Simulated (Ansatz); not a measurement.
Basis sets compared for Zn9H26Se9. Charge 0, multiplicity 1. Geometry PBE-D4/def2-SVP. Ansatz on 11 threads of AMD EPYC 7R13 on a shared host and a whole NVIDIA H100 80GB HBM3; times are rough, and most runs start from earlier orbitals.

Cartesian coordinates in Å:
```
Se -0.5059 -2.1470 -2.8997
Zn 1.0140 -3.0212 -1.1415
Se 3.3198 -0.3872 -2.1915
Zn -0.4380 -2.7708 1.0584
Se 0.9365 -0.7904 0.2426
Zn 1.2308 -1.5746 2.7318
Zn 3.7285 1.7909 -0.8764
Se 3.5327 1.0117 1.5714
Se -0.1419 0.2894 3.6279
Zn 0.5312 -0.0463 -3.8593
Zn -3.9191 -0.7535 -1.3300
Se -2.7713 -1.6499 0.7738
Se -2.1735 0.7325 -2.2922
Zn -0.7039 0.8601 -0.2850
Se 1.2259 2.6374 -1.0515
Zn -3.7369 0.4525 1.8686
Se -1.9563 2.1354 1.4507
Zn 0.9088 2.4678 2.8770
H -0.2603 -3.0079 -4.0826
H -3.1418 -2.4660 -2.6124
H 2.4401 -3.6586 -1.2701
H 4.6961 -0.9581 -1.9357
H 3.8569 0.2800 -3.4174
H -0.2533 -3.8904 -0.1243
H -0.0973 -2.8542 2.6592
H 2.6832 -2.0288 3.1063
H 4.8211 2.8184 -1.3207
H 4.8952 0.3576 1.6121
H 4.1679 2.2935 2.0072
H -2.7832 -0.0266 3.8774
H 0.2485 0.4027 5.0547
H 0.5406 0.1119 -5.4214
H 1.1334 0.7767 -2.5829
H -3.9240 -2.5228 -2.5495
H -5.4754 -0.7206 -1.4192
H -3.8396 -2.5960 1.1911
H -2.9403 1.9749 -1.9768
H 1.1254 3.2288 -2.4289
H 1.2399 3.9886 -0.3950
H -3.5657 -0.0780 3.9436
H -5.2782 0.5942 2.0576
H -2.7918 2.9026 0.4790
H 1.3607 2.2368 1.3242
H 1.0604 3.6048 3.9494
```

Single mean-field runs in def2-SVP, def2-TZVP are fitted with def2-universal-jkfit. In the singlet geometry the species has come apart into loosely held pieces. In the singlet, H20 and H34 lie 0.79 Å apart, H30 and H40 lie 0.79 Å apart (atoms count from 1), so H2 has formed as a molecule.

Binding counts from free atoms (Se triplet, Zn singlet, H doublet) in the same basis, without a counterpoise term.

```csv
level,functions,energy (Eh),HOMO (eV),LUMO (eV),binding per atom (eV),wall time
PBE-D4/def2-SVP,697,-37633.7159,-5.60,-2.07,2.22,3.2 s
PBE0-D4/def2-SVP,697,-37634.6912,-6.72,-1.29,2.20,5.5 s
```

Q: Estimate the rows for PBE-D4/def2-TZVP, PBE0-D4/def2-TZVP.

A: 
```csv
level,functions,energy (Eh),HOMO (eV),LUMO (eV),binding per atom (eV),wall time
PBE-D4/def2-TZVP,1020,-37638.7446,-5.84,-2.33,2.14,4.5 s
PBE0-D4/def2-TZVP,1020,-37639.6264,-6.89,-1.54,2.14,9 s
```
